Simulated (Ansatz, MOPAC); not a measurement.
System: H2SiO2F, charge 0, multiplicity 2. SMILES: F[Si](O)O

Atoms: O1, Si2, O3, F4, H5, H6. Bonds: O1-Si2, O1-H5, Si2-O3, Si2-F4, O3-H6.

Bond lengths (Å) and angles (degrees) optimised at MNDO with MOPAC; HF/6-31G* with Ansatz (a first-principles code); PBE/6-31G* with Ansatz, each started from the B3LYP-D3(BJ)/def2-TZVP structure (Ansatz) of the last column. A row stands for all coordinates that are equal there. 6-31G* holds six Cartesian d functions. No wavenumbers were computed at MNDO, PBE/6-31G*, so these may be saddle points.

```json
[
 {"coordinate": "O1-Si2", "MNDO": "1.648", "HF/6-31G*": "1.637", "PBE/6-31G*": "1.678", "B3LYP-D3(BJ)/def2-TZVP": "1.646"},
 {"coordinate": "O1-H5", "MNDO": "0.931", "HF/6-31G*": "0.948", "PBE/6-31G*": "0.977", "B3LYP-D3(BJ)/def2-TZVP": "0.962"},
 {"coordinate": "Si2-O3", "MNDO": "1.644", "HF/6-31G*": "1.626", "PBE/6-31G*": "1.667", "B3LYP-D3(BJ)/def2-TZVP": "1.636"},
 {"coordinate": "Si2-F4", "MNDO": "1.587", "HF/6-31G*": "1.594", "PBE/6-31G*": "1.624", "B3LYP-D3(BJ)/def2-TZVP": "1.601"},
 {"coordinate": "O1-Si2-O3", "MNDO": "109.7", "HF/6-31G*": "106.8", "PBE/6-31G*": "106.7", "B3LYP-D3(BJ)/def2-TZVP": "107.8"},
 {"coordinate": "O1-Si2-F4", "MNDO": "108.9", "HF/6-31G*": "107.7", "PBE/6-31G*": "112.2", "B3LYP-D3(BJ)/def2-TZVP": "111.2"},
 {"coordinate": "O3-Si2-F4", "MNDO": "108.0", "HF/6-31G*": "111.1", "PBE/6-31G*": "105.1", "B3LYP-D3(BJ)/def2-TZVP": "105.4"},
 {"coordinate": "Si2-O1-H5", "MNDO": "124.4", "HF/6-31G*": "119.0", "PBE/6-31G*": "113.6", "B3LYP-D3(BJ)/def2-TZVP": "118.5"},
 {"coordinate": "Si2-O3-H6", "MNDO": "123.5", "HF/6-31G*": "117.5", "PBE/6-31G*": "112.4", "B3LYP-D3(BJ)/def2-TZVP": "117.7"}
]
```

Mean signed difference of all 5 bond lengths from B3LYP-D3(BJ)/def2-TZVP: MNDO -0.013 Å, HF/6-31G* -0.011 Å, PBE/6-31G* 0.023 Å.
